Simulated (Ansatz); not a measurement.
FeF₃ was relaxed with PBE-D4 (def2-TZVP) in Ansatz in these states: neutral quartet, neutral sextet. The geometries follow in no particular order.

A:

Cartesian coordinates in Å:
```
Fe -0.0030 -0.0037 0.0014
F 0.0708 -1.4019 -1.0838
F 1.4725 0.9096 0.3564
F -1.5403 0.4961 0.7259
```

B:

Cartesian coordinates in Å:
```
Fe -0.065 0.175 -0.001
F -1.545 0.128 -0.878
F 0.531 -1.423 0.009
F 1.078 1.119 0.870
```

**Question.** Judge from the bond lengths which geometry belongs to which state (an estimate).

**Answer.** A is the neutral sextet (Fe1–F3 1.771 Å, Fe1–F4 1.771 Å, Fe1–F2 1.771 Å); B is the neutral quartet (Fe1–F3 1.705 Å, Fe1–F4 1.720 Å, Fe1–F2 1.720 Å).

At PBE0-D4/def2-TZVP a sextet lies 0.97 eV below the neutral quartet. These are the stationary points nearest to one start from a short search; other shapes may lie lower in each state.
